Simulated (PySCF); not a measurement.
Method: core-valence-separated Tamm–Dancoff BHandHLYP/aug-pcX-1 (pcseg-1 on H, def2-SVPD on Ge, def2-SVPD on Si) in PySCF, non-relativistic, gas phase, PBE0-D3(BJ)/def2-SVP geometry. Absolute energies from this functional tend to lie a few eV below measured edges; no shift was applied.

Main lines of an unknown, eV (oscillator strength): C K: 285.7 (0.033), 286.0 (0.031), 286.3 (0.024), 286.5 (0.020), 287.2 (0.006); F K: 686.7 (0.052), 686.8 (0.023), 687.8 (0.029), 687.9 (0.007), 687.9 (0.006). Listed: the first five lines at most of each edge with a tenth or more of its strongest line's intensity; roots within 0.03 eV on the same or equivalent atoms are summed. Only the lowest roots were sought, and the top ones are left out.

Problem. Which candidate gives them?
A. `FC(F)(F)[SiH2][CH2][GeH3]`
B. `FC(F)(F)[CH2][GeH2][SiH3]`

Solution. A. 

- `FC(F)(F)[SiH2][CH2][GeH3]`: C K: 285.7 (0.033), 286.0 (0.031), 286.3 (0.024), 286.5 (0.020), 287.2 (0.006); F K: 686.7 (0.052), 686.8 (0.023), 687.8 (0.029), 687.9 (0.007), 687.9 (0.006). First C line listed at 285.7 eV, hole on the sp3 carbon bound to silicon; first F line listed at 686.7 eV, hole on the fluorine of a CF3 group.
- `FC(F)(F)[CH2][GeH2][SiH3]`: C K: 285.7 (0.023), 286.1 (0.029), 286.5 (0.033), 287.3 (0.004), 287.7 (0.003); F K: 687.2 (0.064), 687.7 (0.019), 687.9 (0.019), 687.9 (0.022), 688.6 (0.010). First C line listed at 285.7 eV, hole on the sp3 carbon bound to germanium; first F line listed at 687.2 eV, hole on the fluorine of a CF3 group.

One conformer each; other structures than these candidates weren't tested.

Shape of the structure used: `[F:1][C:2]([F:3])([F:4])[SiH2:5][CH2:6][GeH3:7]`: F1–C2–Si5–C6 -56°, C2–Si5–C6–Ge7 -57°.
